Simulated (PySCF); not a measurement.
**Gas-phase thermal properties of C₂HF₅**

Computed with PySCF (xtb for GFN2) and rigid-rotor harmonic-oscillator thermochemistry at 1 bar. 6-31G* has spherical d functions here. All species are closed-shell singlets. B3LYP is the form with VWN-RPA correlation. The harmonic model lacks anharmonicity and excited electronic states, which grow with temperature; levels with a mode under 35 cm⁻¹ are left out. Internal rotation in C₂HF₅ is treated as a harmonic vibration of one conformer, which makes the entropy rough.

| level | point group | σ | ZPE (kJ/mol) | S°298 (J/mol/K) | Cp298 (J/mol/K) | S°1000 (J/mol/K) | H1000 − H298 (kJ/mol) |
|---|---|---|---|---|---|---|---|
| B3LYP/6-31G* | Cs | 1 | 99.5 | 335.5 | 93.9 | 491.2 | 94.9 |
| GFN2-xTB | Cs | 1 | 90.1 | 344.5 | 99.4 | 506.8 | 98.5 |
| HF/6-31G* | Cs | 1 | 110.0 | 328.1 | 88.4 | 477.1 | 91.1 |
| PBE/def2-SVP | Cs | 1 | 96.2 | 336.7 | 95.2 | 494.5 | 96.1 |
| PBE0/def2-TZVP | Cs | 1 | 99.7 | 332.9 | 93.2 | 488.4 | 94.8 |
σ: rotational symmetry number. Electronic degeneracy used: 1. Frequencies are unscaled.
